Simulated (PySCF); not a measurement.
Diatomic cations of Ga with the halogens

PBE0 with double-zeta basis sets in PySCF, for the lowest determinant that a PBE0 search found; no spin–orbit coupling. De refers to high-spin ground-configuration atoms (the charge goes to the atom of lower measured ionisation energy or higher electron affinity, which is not always the lowest computed limit). A positive dipole points towards Ga; it is taken about the centre of mass and depends on that origin.

| M | basis | charged atom | state (unpaired electrons) | Re (Å) | ωe (cm⁻¹) | De (eV) | μ (D) |
| --- | --- | --- | --- | --- | --- | --- | --- |
| F | aug-cc-pVDZ-PP/aug-cc-pVDZ | Ga+ | doublet (σ ↑) | 1.728 | 665 | 1.29 | 3.68 |
| Cl | cc-pVDZ-PP/cc-pV(D+d)Z | Ga+ | doublet (σ ↑) | 2.126 | 382 | 0.81 | 3.11 |
| Br | cc-pVDZ-PP | Ga+ | doublet (σ ↑) | 2.281 | 265 | 0.67 | 4.42 |

The shortest bond is that of GaF⁺ (1.728 Å), the longest that of GaBr⁺ (2.281 Å).

The rows differ in basis set, which adds steps of its own.

Down a group the atoms grow and get heavier, so bonds lengthen and wavenumbers fall; this series shows no clear exception.

Spin–orbit coupling is left out. For an ion De counts to the pair picked by the measured ionisation energies or electron affinities, which need not be the lowest pair at this level. States were picked by a PBE0 search and need not be the measured ground states.
